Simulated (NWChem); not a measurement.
System: SiCl cation, singlet

NWChem printed, in part:

```
             Northwest Computational Chemistry Package (NWChem) 7.3.0
             --------------------------------------------------------

                             Geometry "geometry" -> ""
                             -------------------------

 Output coordinates in angstroms (scale by  1.889725989 to convert to a.u.)

  No.       Tag          Charge          X              Y              Z
 ---- ---------------- ---------- -------------- -------------- --------------
    1 Si                  14.0000     0.00000000     0.00000000    -1.07998300
    2 Cl                  17.0000     0.00000000     0.00000000     0.89419200

 Effective nuclear repulsion energy (a.u.)      63.7958566297

                              NWChem Property Module
                              ----------------------

  itol2e modified to match energy
  convergence criterion.

                                 NWChem DFT Module
                                 -----------------

 Summary of "ao basis" -> "ao basis" (spherical)
 ------------------------------------------------------------------------------
       Tag                 Description            Shells   Functions and Types
 ---------------- ------------------------------  ------  ---------------------
 Si                         cc-pvtz                 12       34   5s4p2d1f
 Cl                         cc-pvtz                 12       34   5s4p2d1f

  itol2e modified to match energy
  convergence criterion.

            General Information
            -------------------
          SCF calculation type: DFT
          Wavefunction type:  closed shell.
          No. of atoms     :     2
          No. of electrons :    30
           Alpha electrons :    15
            Beta electrons :    15
          Charge           :     1
          Spin multiplicity:     1
          Use of symmetry is: off; symmetry adaption is: off
          Maximum number of iterations: 150
          AO basis - number of functions:    68
                     number of shells:    24
          Convergence on energy requested:  1.00D-07
          Convergence on density requested:  1.00D-05
          Convergence on gradient requested:  5.00D-04

              XC Information
              --------------
                         B3LYP Method XC Potential
                     Hartree-Fock (Exact) Exchange  0.200
                        Slater Exchange Functional  0.800 local
                    Becke 1988 Exchange Functional  0.720 non-local
              Lee-Yang-Parr Correlation Functional  0.810
                  VWN I RPA Correlation Functional  0.190 local

             Grid Information
             ----------------
          Grid used for XC integration:  fine
          Radial quadrature: Mura-Knowles
          Angular quadrature: Lebedev.
          Tag              B.-S. Rad. Rad. Pts. Rad. Cut. Ang. Pts.
          ---              ---------- --------- --------- ---------
          Si                  1.10      123           8.0       770
          Cl                  1.00      123           8.0       770
          Grid pruning is: on
          Number of quadrature shells:   246
          Spatial weights used:  Erf1

      Superposition of Atomic Density Guess
      -------------------------------------

 Sum of atomic energies:        -748.32740859

 Renormalizing density from      31.00 to     30

      Non-variational initial energy
      ------------------------------

 Total energy =    -733.261932
 1-e energy   =   -1125.093626
 2-e energy   =     328.035838
 HOMO         =      -0.716698
 LUMO         =      -0.373904

   convergence    iter        energy       DeltaE   RMS-Dens  Diis-err
 ---------------- ----- ----------------- --------- --------- ---------
 d= 0,ls=0.0,diis     1   -749.2448098937 -8.13D+02  2.66D-02  3.48D+00
 d= 0,ls=0.0,diis     2   -748.2041921510  1.04D+00  2.42D-02  7.76D+00
 d= 0,ls=0.0,diis     3   -749.3517986541 -1.15D+00  7.34D-03  6.43D-01
 d= 0,ls=0.0,diis     4   -749.4554723792 -1.04D-01  1.28D-03  1.54D-02
 d= 0,ls=0.0,diis     5   -749.4568353137 -1.36D-03  3.86D-04  3.02D-03
  Resetting Diis
 d= 0,ls=0.0,diis     6   -749.4572286552 -3.93D-04  1.29D-04  2.08D-04
 d= 0,ls=0.0,diis     7   -749.4572697477 -4.11D-05  1.30D-05  6.65D-07
 d= 0,ls=0.0,diis     8   -749.4572697694 -2.18D-08  7.90D-06  7.13D-07

         Total DFT energy =     -749.457269769441
      One electron energy =    -1154.641901853615
           Coulomb energy =      390.243726747264
    Exchange-Corr. energy =      -48.854951292785
 Nuclear repulsion energy =       63.795856629695

 Numeric. integr. density =       29.999999984576

                       DFT Final Molecular Orbital Analysis
                       ------------------------------------

 Vector   13  Occ=2.000000D+00  E=-6.144916D-01
              MO Center= -7.1D-10,  1.8D-09,  6.5D-01, r^2= 1.4D+00
   Bfn.  Coefficient  Atom+Function         Bfn.  Coefficient  Atom+Function
  ----- ------------  ---------------      ----- ------------  ---------------
    44      0.524972  2 Cl py                50      0.262050  2 Cl py
    47      0.249920  2 Cl py                10      0.174454  1 Si py
    43     -0.104947  2 Cl px                16      0.066302  1 Si py
    49     -0.052387  2 Cl px                46     -0.049962  2 Cl px
    19      0.045918  1 Si d -1              24      0.041892  1 Si d -1

 Vector   14  Occ=2.000000D+00  E=-6.144916D-01
              MO Center= -2.6D-09, -4.7D-10,  6.5D-01, r^2= 1.4D+00
   Bfn.  Coefficient  Atom+Function         Bfn.  Coefficient  Atom+Function
  ----- ------------  ---------------      ----- ------------  ---------------
    43      0.524972  2 Cl px                49      0.262050  2 Cl px
    46      0.249920  2 Cl px                 9      0.174454  1 Si px
    44      0.104947  2 Cl py                15      0.066302  1 Si px
    50      0.052387  2 Cl py                47      0.049962  2 Cl py
    21     -0.045918  1 Si d  1              26     -0.041892  1 Si d  1

 Vector   15  Occ=2.000000D+00  E=-5.879878D-01
              MO Center=  1.6D-09, -9.5D-10, -7.1D-01, r^2= 2.7D+00
   Bfn.  Coefficient  Atom+Function         Bfn.  Coefficient  Atom+Function
  ----- ------------  ---------------      ----- ------------  ---------------
     3      0.422413  1 Si s                 45      0.353446  2 Cl pz
    11     -0.342057  1 Si pz                 5      0.287626  1 Si s
    48      0.181438  2 Cl pz                51      0.173011  2 Cl pz
     4      0.100835  1 Si s                 17     -0.087425  1 Si pz
    25     -0.057708  1 Si d  0              14     -0.053322  1 Si pz

 Vector   16  Occ=0.000000D+00  E=-3.611373D-01
              MO Center=  1.4D-10,  5.8D-12, -9.0D-01, r^2= 2.6D+00
   Bfn.  Coefficient  Atom+Function         Bfn.  Coefficient  Atom+Function
  ----- ------------  ---------------      ----- ------------  ---------------
    10      0.433689  1 Si py                 9      0.424187  1 Si px
    16      0.322308  1 Si py                15      0.315246  1 Si px
    44     -0.154542  2 Cl py                43     -0.151156  2 Cl px
    50     -0.151261  2 Cl py                49     -0.147946  2 Cl px
    47     -0.082345  2 Cl py                46     -0.080541  2 Cl px

[...]

          -----------------------
          Electric field gradient
          -----------------------

 1 a.u. = 0.324123 10**(16) esu/cm**3  ( or statvolts/cm**2 ) = 0.97174 10**(22) v/m**2

 ------------------------------------------------------------
   Atom      X         Y         Z
 ------------------------------------------------------------
    1 Si   0.00000   0.00000  -2.04087
 ------------------------------------------------------------

 Electric field gradient in molecular frame (a.u.)
         XX             YY             ZZ             XY             XZ             YZ
 ------------------------------------------------------------------------------------------
       -0.855722      -0.855722       1.711443       0.000000      -0.000000      -0.000000

 Principal components (a.u.) and orientation
 of principal axis w.r.t. absolute frame                      Asymmetry parameter eta
 --------------------------------------------------------------------------------------
        1.711443      -0.855722      -0.855722                       0.000000

       -0.000000      -0.124074       0.992273
       -0.000000       0.992273       0.124074
        1.000000       0.000000       0.000000

 ------------------------------------------------------------
   Atom      X         Y         Z
 ------------------------------------------------------------
    2 Cl   0.00000   0.00000   1.68978
 ------------------------------------------------------------

 Electric field gradient in molecular frame (a.u.)
         XX             YY             ZZ             XY             XZ             YZ
 ------------------------------------------------------------------------------------------
        0.320986       0.320986      -0.641972       0.000000      -0.000000       0.000000

 Principal components (a.u.) and orientation
 of principal axis w.r.t. absolute frame                      Asymmetry parameter eta
 --------------------------------------------------------------------------------------
       -0.641972       0.320986       0.320986                       0.000000

        0.000000       0.038828       0.999246
       -0.000000       0.999246      -0.038828
        1.000000       0.000000      -0.000000
```

Level: B3LYP/cc-pVTZ. Low-valent species are run as closed-shell singlets; no triplet was tried in these runs. All runs use the structure optimised with PBE0/def2-SVP. NWChem prints the field gradient with the sign opposite to the second derivative of the potential.

Task: Which NWChem input produces such a log?

Result: This is not unique; one that fits is the input that was run:
```
start job
memory heap 200 mb stack 900 mb global 1100 mb
charge 1
geometry units angstroms noautosym nocenter noautoz
  Si     0.000000     0.000000    -1.079983
  Cl     0.000000     0.000000     0.894192
end
basis spherical
  Si library cc-pvtz
  Cl library cc-pvtz
end
dft
  xc b3lyp
  iterations 150
end
property
  efieldgrad
end
task dft property
```
